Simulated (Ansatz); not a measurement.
Basis-set extrapolation for CH8O2Si2, SMILES `C[SiH2][SiH](O)O` (PBE0-D4/def2-TZVP geometry, frozen core, Ansatz 0.2.0). Multiplicity 1, RHF reference.

```tsv
	def2-TZVPP	def2-QZVPP
HF	-770.335100	-770.362912
MP2 correlation	-0.907759	-0.977937
CCSD(T) correlation	-0.990893	not run
```

Energies in hartree. Use E(X) = E(∞) + A·exp(−7.88·√X) for Hartree–Fock and E(X) = E(∞) + B·X^(−2.97) for correlation, with X = 3 and 4, and add CCSD(T) minus MP2 of the smaller set to the MP2 limit.

Problem. What is the CCSD(T) energy at the basis-set limit?

Solution. HF limit: -770.362912 + (-0.027812) × 0.13774 = -770.36674. MP2 limit: -0.977937 + (-0.070178) × 0.74074 = -1.02992. Higher-order term: -0.990893 − (-0.907759) = -0.08313. Total: -771.47979 hartree, 403.8 kJ/mol below CCSD(T)/def2-TZVPP.
